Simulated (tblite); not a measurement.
C6H11OS (charge -1).
Numbering: `[CH2:1]=[CH:2][CH2:3][O:4][CH2:5][C@@H:6]([CH3:7])[S-:8]` (hydrogens: H9, H10 on C1; H11 on C2; H12, H13 on C3; H14, H15 on C5; H16 on C6; H17, H18, H19 on C7)

Structure used (GFN2-xTB), in Å, numbered top down from 1:
```xyz
19
C6H11OS angstrom
C      3.601    0.837    0.316
C      2.337    0.928   -0.088
C      1.361   -0.178   -0.089
O      0.495   -0.086   -1.217
C     -0.767   -0.678   -1.000
C     -1.656    0.053    0.013
C     -3.122   -0.290   -0.237
S     -1.208   -0.369    1.725
H      4.020   -0.099    0.650
H      4.253    1.694    0.354
H      1.938    1.879   -0.416
H      1.861   -1.160   -0.082
H      0.725   -0.125    0.835
H     -0.647   -1.726   -0.681
H     -1.244   -0.666   -1.990
H     -1.508    1.136   -0.119
H     -3.442    0.021   -1.236
H     -3.265   -1.366   -0.139
H     -3.745    0.204    0.507
```

Level: GFN2-xTB in tblite, geometry and Hessian alike; calculated harmonic values, unscaled, isolated species. This tight-binding method is rough: wavenumbers can miss measured ones by several per cent, in bad cases by 10 to 20. One conformer, not necessarily the lowest.

Harmonic wavenumbers (cm⁻¹): 41.6, 76.0, 100.4, 200.4, 214.0, 223.1, 255.9, 294.5, 339.5, 381.3, 446.2, 526.0, 593.8, 671.6, 814.6, 892.3, 915.2, 936.0, 971.4, 989.8, 1021.2, 1048.0, 1075.4, 1095.1, 1115.3, 1157.9, 1204.6, 1226.8, 1264.7, 1273.7, 1282.3, 1333.3, 1350.2, 1393.3, 1423.1, 1429.6, 1463.7, 1496.4, 1509.7, 1665.1, 2508.0, 2834.2, 2842.7, 2851.0, 2878.1, 2928.4, 3004.8, 3018.5, 3057.1, 3082.3, 3101.7.

A = 3185, B = 869.8, C = 731.6 MHz; mass 131.053 u (most abundant isotopes); point group C1, symmetry number 1.

Task: What is the zero-point energy?

Result: Half the sum of the wavenumbers: 33910 cm⁻¹ = 96.95 kcal/mol.

Task: Give the ideal-gas entropy at 350 K and 1 bar in the rigid-rotor, harmonic-oscillator model (classical rotation).

Result: Translation 41.35, rotation 29.93, vibration 32.79: S = 104.1 cal/(mol K).

Task: And Cp and H(350 K) − H(0)?

Result: Cp = 41.73 cal/(mol K), of which vibrations give 33.78 (their classical limit is 51 R = 101.3); H(350 K) − H(0) = 8.77 kcal/mol without the zero-point energy, 5.99 from vibrations.

Task: Blend soft modes into free rotors: weight 1/[1 + (100 cm⁻¹/ν̃)⁴] for the oscillator and the rest for a rotor with moment μB/(μ + B), μ = h/(8π²ν), B = 10⁻⁴⁴ kg m². What vibrational entropy results?

Result: 30.09 cal/(mol K) in place of 32.79, which changes −T·S at 350 K by +0.94 kcal/mol.

Task: How do the functions run with temperature in this model?

Result: 
```
 T (K)  S (cal/(mol K))  Cp (cal/(mol K))  H − H(0) (kcal/mol)  G − H(0) (kcal/mol)  ln q(vib)
    50             58.9              12.7                 0.50                -2.45       0.54
   100             69.4              18.3                 1.27                -5.67       1.67
298.15             97.8              36.7                 6.73               -22.42       6.62
373.15            106.8              43.9                 9.76               -30.10       8.47
   500            121.3              55.0                16.06               -44.57      11.57
   750            146.8              71.0                31.96               -78.17      17.53
  1000            168.8              81.5                51.10              -117.69      23.16
```

q(vib) and H(0) count from the zero-point level.

Task: Which modes carry the vibrational entropy at 350 K?

Result: 41.6 cm⁻¹: 5.50; 76.0 cm⁻¹: 4.31; 100.4 cm⁻¹: 3.76; 200.4 cm⁻¹: 2.43; 214.0 cm⁻¹: 2.30; 223.1 cm⁻¹: 2.23 cal/(mol K); the other 45 give 12.27 together.

Hindered rotation and anharmonicity are outside this model. Other conformers, if any are populated, would add a mixing term that is left out. The structure is chiral; the term R ln 2 for an equal mix with its mirror image is left out.
